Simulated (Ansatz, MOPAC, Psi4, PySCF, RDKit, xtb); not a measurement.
Two geometries of SMILES C#CC[SiH2]N (C3H7NSi), relaxed at B3LYP-D3(BJ)/def2-SVP with one dihedral held; other torsions can differ between them too.

Structure A

```
12

C     -2.3494    -0.9471    -0.6290
C     -1.6021    -0.0608    -0.2715
C     -0.6634     0.9564     0.1730
Si     1.0295     0.2367     0.7261
N      1.1114    -1.3832     0.1427
H     -3.0340    -1.7062    -0.9557
H     -0.4796     1.6746    -0.6451
H     -1.0888     1.5350     1.0106
H      2.1356     1.0590     0.1521
H      1.1118     0.3931     2.2160
H      1.9119    -1.9847     0.3004
H      0.2474    -1.9074     0.0362
```

Structure B

```
12

C     -2.3766    -0.9457    -0.6405
C     -1.6366    -0.0639    -0.2602
C     -0.7105     0.9569     0.2024
Si     1.0162     0.2908     0.6966
N      2.2127     1.3481     0.0092
H     -3.0403    -1.7181    -0.9787
H     -0.5421     1.7120    -0.5866
H     -1.1320     1.5077     1.0615
H      1.2046     0.3488     2.1747
H      1.0911    -1.1382     0.2620
H      3.1244     1.4091     0.4537
H      2.3151     1.3977    -1.0011
```

Problem. Which is lower in energy at the level CCSD(T) on RHF/cc-pVTZ, frozen core // B3LYP-D3(BJ)/def2-SVP in Ansatz (an electronic-structure program), and by how much?

Solution. A is lower, by 0.50 kcal/mol (dihedral C2–C3–Si4–N5: 15° in A, 135° in B).

E(B) − E(A) in kcal/mol at the other levels, on the same two geometries: MMFF94 // B3LYP-D3(BJ)/def2-SVP (RDKit) -2.08; B3LYP/def2-TZVP // B3LYP-D3(BJ)/def2-SVP (Psi4) 0.21; B3LYP-D3(BJ)/def2-TZVP // B3LYP-D3(BJ)/def2-SVP (Psi4) 0.73; PBE/def2-TZVP // B3LYP-D3(BJ)/def2-SVP (Psi4) 0.39; PBE-D3(BJ)/def2-TZVP // B3LYP-D3(BJ)/def2-SVP (Psi4) 0.70; M06-2X/def2-TZVP // B3LYP-D3(BJ)/def2-SVP (Psi4) 0.91; RHF/cc-pVTZ // B3LYP-D3(BJ)/def2-SVP (Ansatz) -0.08; MP2 on RHF/cc-pVTZ, frozen core // B3LYP-D3(BJ)/def2-SVP (Ansatz) 0.74; CCSD on RHF/cc-pVTZ, frozen core // B3LYP-D3(BJ)/def2-SVP (Ansatz) 0.40; UFF // B3LYP-D3(BJ)/def2-SVP (RDKit) -3.33; PM3, restricted, heats of formation // B3LYP-D3(BJ)/def2-SVP (MOPAC) -1.77; AM1, restricted, heats of formation // B3LYP-D3(BJ)/def2-SVP (MOPAC) 0.89; GFN1-xTB // B3LYP-D3(BJ)/def2-SVP (xtb) 1.31; restricted B3LYP/6-31G*, spherical d // B3LYP-D3(BJ)/def2-SVP (PySCF) 0.57; restricted Hartree-Fock/LANL2DZ, with its core potentials past Ne // B3LYP-D3(BJ)/def2-SVP (PySCF) 0.18; restricted MP2 (frozen core)/6-31G*, spherical d // B3LYP-D3(BJ)/def2-SVP (PySCF) 0.82; restricted MP2 (frozen core)/3-21G // B3LYP-D3(BJ)/def2-SVP (PySCF) 1.13.
